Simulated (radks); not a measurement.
Valence configurations of Ba+ (all share [Xe]). Calculated with a radial shooting solver on a logarithmic mesh with Libxc functionals: Dirac Kohn-Sham, PBE, spin-unpolarised, spherical densities, finite nucleus; open shells fill j = l - 1/2 first; Fermi nuclear charge, rms radius 4.8378 fm. Energies are relative to 6s1; eigenvalues in eV.

| valence | E (eV) | e(4f5/2) | e(5d3/2) | e(6p1/2) | e(6s1/2) |
|---|---|---|---|---|---|
| 6s1 | 0.000 | - | - | - | -7.582 |
| 5d0.5 6s0.5 | 0.256 | - | -6.545 | - | -7.148 |
| 5d1 | 0.602 | - | -5.968 | - | - |
| 6s0.5 6p0.5 | 1.220 | - | - | -5.407 | -7.850 |
| 6p1 | 2.441 | - | - | -5.664 | - |
| 4f0.5 6p0.5 | 3.354 | -2.540 | - | -5.071 | - |

NIST lists [Xe] 6s1 as the ground configuration; this level of theory agrees among the configurations tried. The energies are those of spherical spin-averaged densities, not of single terms.
